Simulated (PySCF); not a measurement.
Ne (neon, neutral): LDA calculation

Configuration: [Ne], closed-shell 1S. Calculation: PySCF 2.14, in x2c-QZVPPall; the spin-free X2C one-electron Hamiltonian (Gaussian nucleus).

```
Total energy                        : -128.3688 hartree
One-electron energy                 : -182.4354 hartree
Hartree (Coulomb) energy            : 65.7953 hartree
Exchange-correlation energy         : -11.7287 hartree
⟨S²⟩                                : 0.0000
⟨L²⟩                                : 0.000
Sum of ⟨r⟩                          : 8.005 bohr
Sum of ⟨r²⟩                         : 9.804 bohr²
Langevin diamagnetic susceptibility : -7.76 ×10⁻⁶ cm³/mol
```

```csv
shell,electrons,mean orbital energy (eV),"rms radius, mean of both spins (bohr)"
1s,2,-825.70,0.184
2s,2,-36.084,0.997
2p,6,-13.507,1.14
```
